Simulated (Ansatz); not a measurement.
Consider the ligand exchange at a V–N bond: `[NH2][V]([NH2])(=[O])[OH]` + HCl → `[NH2][V](=[O])([OH])[Cl]` + NH₃.

Computed with Ansatz on PBE0-D4/def2-TZVP structures; ΔE is electronic, products minus reactants. CCSD(T)/CBS is the MP2 limit (def2-TZVPP, def2-QZVPP) plus CCSD(T) − MP2 in def2-TZVPP, frozen cores. This one scheme is used for every species. Functionals use def2-TZVPP. For V outer-core shells are correlated without core-valence functions, which leaves a few kJ/mol of doubt a bond. Scalar relativity is left out up to krypton. One conformer a species, not always the lowest.

CCSD(T)/CBS gives -66.2 kJ/mol.

Task: Another level gave -67.8 kJ/mol. Which?
A. ωB97X-V/def2-TZVPP
B. PBE-QIDH/def2-TZVPP
C. r2SCAN0-D4/def2-TZVPP
D. MP2/def2-TZVPP

Result: A. ωB97X-V -67.8, r2SCAN0-D4 -72.2, PBE-QIDH -79.8, MP2/def2-TZVPP -90.3 kJ/mol.

Largest T1 diagnostic among the species: 0.033, so the coupled-cluster value is less sure than usual.

Leaving LDA and LC-ωPBE aside and taking each functional with its dispersion term where it has one, the values, not all of them listed here, spread over 15.1 kJ/mol, from PBE-QIDH to CAM-B3LYP-D4. LDA lies +7.6 kJ/mol from PBE without D4.
